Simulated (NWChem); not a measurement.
System: CH$_{5}$Bi; SMILES [BiH2][CH3]

Results from NWChem. Geometry: optimised at PBE-D3(BJ)/def2-SVP. def2 effective core potentials on Bi; no spin-orbit coupling. B3LYP is NWChem's, with the RPA form of VWN correlation. Vertical excitations in the gas phase; the lowest state need not have the same character in each row.

```
level                       lowest excitation, singlet (eV)  orbital gap (eV)
--------------------------  -------------------------------  ----------------
PBE/def2-SVP, TDA                                      5.92              5.33
B3LYP/def2-SVP, TDA                                    6.07              6.65
PBE0/def2-SVP, TDA                                     6.17              7.09
Hartree-Fock/def2-SVP, CIS                             6.61             12.13
```
